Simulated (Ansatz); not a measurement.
`CC(=O)[O][GeH3]` → `[CH3][GeH2][O]C=O`  (isomerisation)

Calculated with Ansatz (gas phase, PBE0-D4/def2-TZVP geometries, no zero-point term in ΔE). CCSD(T)/CBS is the MP2 limit (def2-TZVPP, def2-QZVPP) plus CCSD(T) − MP2 in def2-TZVPP, frozen cores. Functionals use def2-TZVPP. B3LYP here is the variant with VWN-RPA as its local correlation; programs differ in this. For Ge outer-core shells are correlated without core-valence functions, which leaves a few kJ/mol of doubt a bond. Scalar relativity is left out up to krypton. Each species was taken in one conformer, which may not be the lowest.

Task: Is it downhill or uphill in electronic energy at CCSD(T)/CBS, and by how much? (Best estimate.)

Result: Computed: Downhill: ΔE = -0.13 eV.

Task: What do these levels give: PBE-D4, r2SCAN-D4, PBE0-D4, B3LYP-D4, r2SCANh-D4, r2SCAN0-D4, ωB97X-V, B2PLYP, PBE, PBE0, CCSD/def2-SVP, MP2/def2-TZVPP? (Estimate.)

Result: Ansatz gave: PBE-D4 -0.11, r2SCAN-D4 -0.09, PBE0-D4 -0.09, B3LYP-D4 -0.11, r2SCANh-D4 -0.09, r2SCAN0-D4 -0.08, ωB97X-V -0.08, B2PLYP -0.12, PBE -0.11, PBE0 -0.09, CCSD/def2-SVP -0.01, MP2/def2-TZVPP -0.17 eV.

Largest T1 diagnostic among the species: 0.014.

From BLYP to BHLYP (50 % exact exchange), in def2-TZVPP and without D4, ΔE moves by +0.05 eV. At CCSD(T), def2-SVP lies +0.12 eV from the extrapolated value and def2-TZVPP −0.00 eV. Leaving LDA and LC-ωPBE aside and taking each functional with its dispersion term where it has one, the values, not all of them listed here, spread over 0.08 eV, from BLYP-D4 to B97M-V. LDA lies +0.08 eV from PBE without D4.
